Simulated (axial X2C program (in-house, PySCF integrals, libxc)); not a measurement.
## TaTe: properties at the nuclei

Calculated with an axial X2C code built on PySCF integrals: two-component X2C with atomic mean-field Coulomb and Gaunt terms, Gaussian nuclei, basis Ta dyall-cv3z, Te dyall-cv3z with contracted cores.

R = 2.479 Å (near the PBE0 minimum at charge 0 of the determinant lowest at the starting distance; the state shown can have its own minimum elsewhere).

Determinant lowest in the PBE0 search, Ω = 3/2 (⟨Sz⟩ = 1.49, ⟨Lz⟩ = 0.01 at PBE0), spin on the atoms Ta 1.71, Te -0.22:

| level | Eeff magnitude (GV/cm) | Ws magnitude Ta (kHz) | A∥/gI Ta (MHz) | qzz Ta (a.u.) | A∥/gI Te (MHz) | qzz Te (a.u.) | μ (D) |
| --- | --- | --- | --- | --- | --- | --- | --- |
| PBE0 | 24.3 | 13.8 | 2370 | 2.39 | 120 | -0.34 | -4.51 |
| TPSSh | 22.9 | 12.8 | 2290 | 2.41 | 123 | -0.23 | -4.28 |
| PBE | 24.7 | 13.9 | 2360 | 2.28 | 141 | -0.33 | -3.59 |
| r2SCAN | 23.5 | 13.7 | 2650 | 2.32 | 114 | -0.33 | -4.43 |

Eeff is the effective electric field on the electron electric dipole moment in this Ω state and Ws the scalar–pseudoscalar constant of the nucleus named (defined with the proton number Z and per Ω); A∥ (defined per Ω) follows by multiplying with gI = μI/(I μN); qzz is the electric field gradient, eQq0 = 234.96 MHz × Q/barn × qzz; μ is positive if the Te end (last atom) is positive. The operators were transformed with the bare-nucleus X2C matrices; with these basis sets, hyperfine constants and field gradients can be off by tens of per cent, and where levels differ in sign neither size nor sign is settled.

(1) With gI(181Ta) = 0.6773, Q(181Ta) = 3.17 barn, gI(125Te) = -1.7770 (g factors from the IAEA table of nuclear moments by Stone; Q from Pyykkö, Mol. Phys. 2018), turn the PBE0 values of the first state into constants in MHz.

Each state is one determinant with collinear spin, which with several unpaired electrons need not be a pure state. This is the top spin component of a Σ state; components of lower Ω are not single determinants and can lie lower. With several open shells hyperfine constants can be off by a factor of several. Left out as unconverged or as another state under the same occupation: HF in at least one table. States lie within half an eV, so the first need not be the ground state. Further determinants of the search, some of them spin-mixed, are not shown.

Results:

(1) A∥(181Ta) = 2370 × 0.6773 = 1610 MHz; eQq0(181Ta) = 234.96 × (3.17) × (2.39) = 1780 MHz; A∥(125Te) = 120 × -1.7770 = -213 MHz.
